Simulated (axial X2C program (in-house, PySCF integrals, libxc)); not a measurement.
Testing model relations on InN⁺

A bond curve at the PBE0 level, 2c, was computed with an axial X2C code built on PySCF integrals (basis In dyall-v3z [11s12p9d1f], N dyall-v3z [6s6p2d1f] (cores contracted in-house)) for the state Ω = 3/2 (⟨Sz⟩ = 1.50, ⟨Lz⟩ = 0.00 at PBE0). Its fit gives Re = 2.8366 Å, ωe = 102.1 cm⁻¹, ωexe = 2.58 cm⁻¹ and αe = 4.821e-03 cm⁻¹; the masses are 114.9039 and 14.0031 u. Two-component means X2C with spin–orbit coupling and atomic mean-field Coulomb and Gaunt terms.

Question: Find the reduced mass, Be and the force constant.

Answer: From the PBE0 values: μ = 12.4820 u. Be = 16.8576/(μ Re²) = 0.1678 cm⁻¹. k = 5.8918×10⁻⁷ μ ωe² = 0.0767 mdyn/Å.

Question: A Morse curve ties αe to the other constants (Pekeris). How well does that hold?

Answer: αe(Morse) = 6Be²/ωe × (√(ωexe/Be) − 1) = 4.835e-03 cm⁻¹; the PBE0 curve gives 4.821e-03 cm⁻¹, a ratio of 1.00.

Question: Where do the fundamental and the first overtone lie?

Answer: ν(1←0) = ωe − 2ωexe = 96.9 cm⁻¹; ν(2←0) = 2ωe − 6ωexe = 188.7 cm⁻¹.

Question: Estimate the centrifugal constant by the Kratzer relation.

Answer: D = 4Be³/ωe² = 1.81e-06 cm⁻¹.

Question: Estimate De from a Morse curve and compare with the computed well depth of 0.118 eV to In+ + N.

Answer: De(Morse) = ωe²/(4ωexe) = 0.125 eV against 0.118 eV computed, a ratio of 1.06. For De the Morse form works well here.

The state is a single determinant with fixed occupations, the lowest that a limited PBE0 search found. Dissociation energies refer to the lowest single-determinant-based atoms at the same level and basis. Density functionals use the spin component along the axis (collinear). With several unpaired electrons one determinant need not be a pure state. This is the top spin component of a Σ state; components of lower Ω are not single determinants and can lie lower. The levels of this run spread widely (ωe from 78 to 106 cm⁻¹), so these constants depend on the method.
